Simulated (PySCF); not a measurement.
# Reading the logs of faulty runs: CClH5OSi

Calculated results; nothing here was measured. The program is PySCF 2.14.0, an open-source quantum chemistry code, run on an isolated molecule that a program drew, which may never have been made. The molecule is CClH5OSi (charge 0, singlet), drawn as the SMILES string `CO[SiH2]Cl`.

Each row is a Hartree-Fock (HF) and frozen-core CCSD(T) single point in the cc-pV(D+d)Z basis, meant for a local HF minimum. Run 1 is clean. Each other run has one planted mistake out of seven kinds, and not every kind appears here: one electron removed, one electron added, multiplicity raised by two, geometry at a saddle point, minimal basis STO-3G, one bond length entered in bohr, all coordinates scaled. The reference is restricted for singlets and unrestricted otherwise, and also for a bond in bohr. Adding or removing an electron swaps singlet and doublet. Electrons count all cores. HOMO and LUMO are orbital energies over both spins, the gradient is its largest component, and the lowest frequency (negative if imaginary) is given only where the gradient is small. Bond lengths are over the 8 bonds as drawn. T1 is the CCSD diagnostic: over 0.02 (restricted) or 0.045 (unrestricted) a single reference is doubtful.

Geometry of the clean run:
```xyz
9
CClH5OSi, angstrom
C     0.6763   -1.5833    1.4001
O     0.9858   -0.4858    0.5753
Si   -0.0188    0.4421   -0.3025
Cl   -1.3643    1.4290    0.9290
H     0.0844   -2.3281    0.8621
H     0.1240   -1.2600    2.2838
H     1.6124   -2.0397    1.7145
H    -0.8311   -0.3659   -1.2257
H     0.7929    1.4475   -0.9910
```

```
run,electrons,basis functions,<S^2>,HOMO (eV),LUMO (eV),gradient (hartree/bohr),lowest frequency (cm^-1),mean bond (Å),longest bond (Å),T1,HF (hartree),CCSD(T) (hartree),mistake
1,50,99,0.000,-12.05,4.32,1.8e-05,83,1.4142,2.074,0.0104,-864.17398,-864.79843,no fault
2,50,99,0.807,-9.32,1.81,7.7e-03,-,1.5778,2.781,0.0438,-864.05703,-864.67521,one bond length entered in bohr
3,50,33,0.000,-9.52,9.64,3.3e-02,-,1.4142,2.074,0.0090,-854.41311,-854.58285,minimal basis STO-3G
4,51,99,0.758,3.18,8.93,9.8e-02,-,1.4142,2.074,0.0181,-864.03477,-864.67780,one electron added
5,50,99,2.014,-2.67,-1.33,1.3e-01,-,1.4142,2.074,0.0472,-863.87818,-864.49771,multiplicity raised by two
6,50,99,0.000,-12.07,4.47,2.0e-02,-,1.3831,2.028,0.0099,-864.16927,-864.79012,?
```

**Which mistake was planted in run 6, and what did it cost?**

The mean and the longest bond both change by the same factor, 0.978, and the gradient is no longer small. So the mistake is: all coordinates scaled. Subtracting run 1 and multiplying by 627.51 kcal/mol a hartree, the energy moved by 3.0 kcal/mol in HF and 5.2 kcal/mol in CCSD(T).

Cautions from the logs. Run 4: the HOMO is above zero, so the electron isn't bound and the energy depends on the basis; run 5: T1 is over the limit, so its CCSD(T) energy is less reliable.
